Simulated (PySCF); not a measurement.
## Pb⁵⁴⁺: ionisation energy

Pb⁵⁴⁺ [Ar] 3d10 → Pb⁵⁵⁺ [Ar] 3d9 [3d3/2^4 3d5/2^5, M_J = 5/2], as a difference of total energies. Calculation: PySCF 2.14, in an uncontracted even-tempered set (15 s from 15 bohr⁻², ratio 2.8; 13 p from 20 bohr⁻², ratio 2.8; 8 d from 20 bohr⁻², ratio 2.8; 3 f from 74 bohr⁻², ratio 3); the two-component X2C-1e Hamiltonian. Correlated levels: [Ne] frozen; the 72 highest virtual spinors dropped. "Screened" scales the spin-orbit matrix elements by Boettger's factors to mimic the two-electron term; Breit and QED terms are absent.

```csv
method,ionisation energy (eV)
GHF (spin-free),5461.8
GMP2 (spin-free),5463.2
GHF (screened spin-orbit),5416.6
GMP2 (screened spin-orbit),5418.0
```

Breit and QED terms and the two-electron picture change are absent.

The spin-free rows lack the spin-orbit shift.

For comparison: 5414 ± 5 eV (theoretical estimate listed by NIST; NIST Atomic Spectra Database, ionization energies).
